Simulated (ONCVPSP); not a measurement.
# iodine (I) ONCV: all-electron and pseudo phase curves

I, optimised norm-conserving Vanderbilt (ONCV), made with ONCVPSP 4.0.1 (PBE, fully relativistic). Core [Ar] 3d10, reference 4s2 4p6 4d10 5s1 5p6. Waves: 4s+5s: rc 1.10 bohr, ncon 4, nbas 7, qcut 10.8 1/bohr, 3 projectors, debl 1 Ha; 4p+5p: rc 1.30 bohr, ncon 4, nbas 7, qcut 10.2 1/bohr, 3 projectors, debl 3.2 Ha; 4d: rc 1.30 bohr, ncon 3, nbas 7, qcut 9.4 1/bohr, 2 projectors, debl 3.9 Ha. Local part: polynomial inside 1.00 bohr (lpopt 5, dvloc0 0 Ha). Core correction: Teter function, fcfact 5, rcfact 1.75.

Open shells are filled in proportion to 2j + 1.

The phase is arctan(r·R′/R) of the radial function R(r), unwrapped; energies in Ha, scanned from -8 to 5 Ha. A pole is an energy at which the radial function vanishes at the test radius. The pseudo phase is shifted by a multiple of π to meet the all-electron one at the reference energy, and phase errors are pseudo minus all-electron; the curves can meet again beyond the range given. Levels narrower than the energy grid can be missing from the lists of poles.

| channel | radius (bohr) | reference energy (Ha) | poles, all-electron | poles, pseudo | unbroken range about the reference energy with phases within 0.05 rad | phase error 1 Ha above the reference energy (rad) |
| --- | --- | --- | --- | --- | --- | --- |
| s | 1.12 | -0.67 | -5.22 | -5.22 | the whole range | +0.000 |
| p3/2 | 1.32 | -0.27 | -3.93 | -3.93 | the whole range | +0.000 |
| p1/2 | 1.32 | -0.31 | -4.44 | -4.44 | the whole range | +0.000 |
| d5/2 | 1.32 | -1.87 | -0.74 | -0.74 | the whole range | +0.000 |
| d3/2 | 1.32 | -1.93 | -0.84 | -0.84 | below 4.0 | +0.001 |

Note: ghosts flagged at negative energy: d3/2 at -1158.1 eV; GHOST(+) flags only above 600 eV. A true bound ghost makes a file unfit for plane-wave use.

Phases in the p3/2 channel:

| E (Ha) | all-electron | pseudo |
| --- | --- | --- |
| -7.96 | 1.222 | 1.222 |
| -7.60 | 1.192 | 1.192 |
| -7.24 | 1.154 | 1.154 |
| -6.88 | 1.099 | 1.099 |
| -6.52 | 1.016 | 1.016 |
| -6.16 | 0.873 | 0.873 |
| -5.80 | 0.582 | 0.582 |
| -5.44 | -0.074 | -0.073 |
| -5.08 | -0.868 | -0.868 |
| -4.72 | -1.266 | -1.266 |
| -4.36 | -1.450 | -1.450 |
| -4.00 | -1.555 | -1.555 |
| -3.64 | -1.624 | -1.624 |
| -3.28 | -1.677 | -1.677 |
| -2.92 | -1.720 | -1.720 |
| -2.56 | -1.759 | -1.759 |
| -2.20 | -1.796 | -1.796 |
| -1.84 | -1.833 | -1.833 |
| -1.48 | -1.873 | -1.873 |
| -1.12 | -1.917 | -1.917 |
| -0.76 | -1.967 | -1.967 |
| -0.40 | -2.028 | -2.028 |
| -0.04 | -2.104 | -2.104 |
| 0.32 | -2.202 | -2.202 |
| 0.68 | -2.333 | -2.333 |
| 1.04 | -2.513 | -2.513 |
| 1.40 | -2.758 | -2.758 |
| 1.76 | -3.068 | -3.068 |
| 2.12 | -3.402 | -3.402 |
| 2.48 | -3.696 | -3.696 |
| 2.84 | -3.921 | -3.921 |
| 3.20 | -4.085 | -4.085 |
| 3.56 | -4.204 | -4.204 |
| 3.92 | -4.292 | -4.292 |
| 4.28 | -4.360 | -4.360 |
| 4.64 | -4.413 | -4.413 |
| 5.00 | -4.456 | -4.456 |
